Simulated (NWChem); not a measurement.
Species: InBrF$_{2}$; SMILES [F][In]([F])[Br]

```xyz
4

In     0.0000     0.0000     0.6547
F      0.0000    -1.6438     1.6852
F      0.0000     1.6438     1.6852
Br     0.0000     0.0000    -1.7832
```
Atoms are numbered in this order, from 1.

Results from NWChem. Coordinates come from a PBE0/def2-SVP (def2 core potentials past Kr) optimisation.

Task: What does the run give for PBE0/3-21G, non-relativistic? Quantities: highest occupied level (eV); orbital gap (eV); dipole (D).

Result: 
```json
{
 "highest occupied level (eV)": "-8.71",
 "orbital gap (eV)": "6.10",
 "dipole (D)": "0.30"
}
```
